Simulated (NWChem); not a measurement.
Molecule: C2H7AlO2; SMILES C[O][Al]([CH3])[OH]

```xyz
12

Al    -0.2137     0.4730     0.0116
C     -1.7157     1.6927    -0.0134
H     -2.6788     1.1609    -0.0083
H     -1.6832     2.3335    -0.9096
H     -1.6889     2.3655     0.8591
O      1.3644     1.1153     0.0629
H      2.1913     0.6332     0.0765
O     -0.4889    -1.2023    -0.0188
C      0.1669    -2.4200    -0.0160
H     -0.1333    -3.0297     0.8560
H     -0.0805    -3.0054    -0.9205
H      1.2703    -2.3231     0.0182
```
Atoms are numbered in this order, from 1.

Program: NWChem. Pople sets run with spherical d functions. All runs use the structure optimised with PBE0/def2-SVP. Not confirmed as a minimum by frequencies. GIAO values for the isolated, static molecule; σ is the absolute isotropic shielding, δ = σ(reference) − σ with the isolated reference molecule computed at the same levels (13C: tetramethylsilane, 1H: tetramethylsilane, 17O: water).

For level Hartree-Fock/6-31G*:

```
Quantity                  Result
------------------------  ------
σ Al1 (ppm)                514.2
δ C2 (ppm)                 -14.9
δ O6 (ppm)                   9.9
δ H7 (ppm)                  1.40
δ O8 (ppm)                 -10.7
δ C9 (ppm)                  47.6
δ H10 (rotor mean) (ppm)    3.58
```

Problem. Estimate the same quantities for level BHandHLYP/pcSseg-1.

Solution. 
| Property | Value |
|---|---|
| σ Al1 (ppm) | 442.9 |
| δ C2 (ppm) | -20.0 |
| δ O6 (ppm) | 22.0 |
| δ H7 (ppm) | 1.66 |
| δ O8 (ppm) | 15.3 |
| δ C9 (ppm) | 51.8 |
| δ H10 (rotor mean) (ppm) | 3.72 |
